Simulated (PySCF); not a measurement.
C₂H₈OSi₃, SMILES [Si@H]1(O)C=C[Si@@H]1[SiH3]. Coordinates come from a PBE-D3(BJ)/def2-SVP optimisation. The structure was generated by enumeration; whether it is a known compound was not checked. Other conformers were not sampled.

Computed equilibrium geometry at PBE-D3(BJ)/def2-SVP (PySCF confirms it by a frequency run) as bond lengths and angles (one conformer of several):
Atoms: O1 Si2 C3 C4 Si5 Si6 H7 H8 H9 H10 H11 H12 H13 H14. Bond lengths (Å): O1–Si2 1.686, O1–H7 0.973, Si2–C3 1.896, Si2–Si5 2.370, Si2–H8 1.502, C3–C4 1.367, C3–H9 1.107, C4–Si5 1.911, C4–H10 1.107, Si5–Si6 2.353, Si5–H11 1.512, Si6–H12 1.507, Si6–H13 1.506, Si6–H14 1.508. Bond angles (°): Si2–O1–H7 114.5, O1–Si2–C3 119.7, O1–Si2–Si5 124.1, O1–Si2–H8 103.0, C3–Si2–Si5 75.7, C3–Si2–H8 114.3, Si5–Si2–H8 119.1, Si2–C3–C4 104.0, Si2–C3–H9 132.6, C4–C3–H9 123.3, C3–C4–Si5 106.4, C3–C4–H10 123.3, Si5–C4–H10 130.2, Si2–Si5–C4 73.7, Si2–Si5–Si6 122.3, Si2–Si5–H11 118.2, C4–Si5–Si6 115.5, C4–Si5–H11 113.0, Si6–Si5–H11 109.5, Si5–Si6–H12 110.4, Si5–Si6–H13 109.5, Si5–Si6–H14 111.7, H12–Si6–H13 108.6, H12–Si6–H14 108.3, H13–Si6–H14 108.3.
